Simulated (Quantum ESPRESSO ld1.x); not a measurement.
Results of a calculation; reference values are marked as such.
Problem. These are the eigenvalues of the occupied orbitals of an atom or ion with whole-number occupations (eV). Code: ld1.x of Quantum ESPRESSO 7.5. Model: Dirac Kohn-Sham, HCTH/120, spin-unpolarised, spherical densities, point nucleus.

1s1/2: -31610.5
2s1/2: -4863.96
2p1/2: -4559.88
2p3/2: -4285.45
3s1/2: -979.480
3p1/2: -854.270
3p3/2: -802.989
3d3/2: -582.128
3d5/2: -571.366
4s1/2: -177.458
4p1/2: -134.302
4p3/2: -124.540
4d3/2: -55.5219
4d5/2: -54.0311
5s1/2: -25.9127
5p1/2: -16.4715
5d3/2: -5.0651

Which element is it, and in what charge state? The configuration may be excited. Open shells, if any, fill j = l - 1/2 first.

Solution. Z = 52, tellurium, charge +1: Te+ in [Kr] 4d10 5s2 5p2 5d1. The list shows which subshells hold electrons but not how many an open one holds; the 1s level, -1161.7 hartree, gives Z - s = 48.2 by -(Z - s)^2/2, which with screening and relativity narrows Z to a few neighbours, and the depths of the outer levels then fix element, charge and occupations together.
